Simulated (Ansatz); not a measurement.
Computed with Ansatz on PBE0-D4/def2-TZVP structures; ΔE is electronic, products minus reactants. CCSD(T)/CBS is the MP2 limit (def2-TZVPP, def2-QZVPP) plus CCSD(T) − MP2 in def2-TZVPP, frozen cores. This one scheme is used for every species. One conformer a species, not always the lowest.

`C=C[SiH](S)Cl` → `C=CCl` + `[SiH]S`  (silylene formation by 1,1-elimination)

```tsv
species	MP2/def2-SVP energy (Eh)
`C=C[SiH](S)Cl`	-1224.88019
`C=CCl`	-537.15011
`[SiH]S`	-687.60529
```

(1) Work out ΔE.

(2) What do rigid-rotor, harmonic-oscillator terms from PBE0-D4/def2-TZVP frequencies (298.15 K, 1 bar) make of the CCSD(T)/CBS value? (Best estimate.)

Largest T1 diagnostic among the species: 0.016.

Results:

(1) ΔE = (-537.15011) + (-687.60529) − (-1224.88019) = 0.12479 Eh = +3.40 eV. CCSD(T)/CBS gives +3.40 eV.

(2) The calculation gave: ΔZPE = -0.09 eV, ΔH = +3.32 eV, ΔS = 160 J/(mol·K), ΔG = +2.82 eV.

From BLYP to BHLYP (50 % exact exchange), in def2-TZVPP and without D4, ΔE moves by +0.51 eV. Leaving LDA and LC-ωPBE aside and taking each functional with its dispersion term where it has one, the values, not all of them listed here, spread over 0.49 eV, from BLYP-D4 to r2SCAN0-D4. LDA lies +0.32 eV from PBE without D4. At CCSD(T), def2-SVP lies −0.27 eV from the extrapolated value and def2-TZVPP −0.09 eV.
